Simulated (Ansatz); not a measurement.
`CC[SiH2]C#N` → `C[SiH2]C#N` + `[CH2]` (triplet) at 700 K and 1 bar (formal loss of a carbene).

Isolated molecules relaxed with PBE0-D4/def2-TZVP in Ansatz; ΔE leaves out vibrations. CCSD(T)/CBS is the MP2 limit (def2-TZVPP, def2-QZVPP) plus CCSD(T) − MP2 in def2-TZVPP, frozen cores. This one scheme is used for every species. Triplets are unrestricted, without spin–orbit coupling. One conformer a species, not always the lowest.

```
          species  CCSD(T)/CBS energy (Eh)  H − E (kJ/mol)  S (J/(mol·K))
    `CC[SiH2]C#N`               -462.15225           320.7          468.6
     `C[SiH2]C#N`               -422.89500           228.6          410.4
`[CH2]` (triplet)                -39.09499            70.4          226.8
```

H − E and S are ideal-gas, rigid-rotor, harmonic terms from PBE0-D4/def2-TZVP, for one conformer and one mirror image of each species, with the whole ground term of open shells counted as degenerate. 1 Eh = 2625.50 kJ/mol, R = 8.31446 J/(mol·K).

**Question.** By hand: ΔE, ΔH, ΔS and ΔG.

**Answer.** ΔE = (-422.89500) + (-39.09499) − (-462.15225) = 0.16226 Eh = 426.0 kJ/mol. Δ(H − E) = 228.6 + 70.4 − 320.7 = -21.7, so ΔH = 404.3 kJ/mol. ΔS = 410.4 + 226.8 − 468.6 = 168.6 J/(mol·K). ΔG = 404.3 − 700 × (168.6)/1000 = 286.3 kJ/mol.

**Question.** By hand: the equilibrium constant, and the temperature at which ΔG would vanish if ΔH and ΔS stayed fixed.

**Answer.** log₁₀ K = −ΔG/(RT ln 10) = -21.4. ΔG = 0 at ΔH/ΔS = 2398 K.

The number of gas molecules changes by +1, which sets the sign of ΔS. A doubt of 5 kJ/mol in ΔE shifts log₁₀ K by 0.4 here. Other conformers and mirror images would add mixing entropy, several J/(mol·K) or more a flexible species. A triplet takes part, so the spin changes. These are equilibria of isolated gas molecules and say nothing of rates. Largest T1 diagnostic: 0.012 (customary marks: 0.02 for closed shells, 0.045 for open ones).
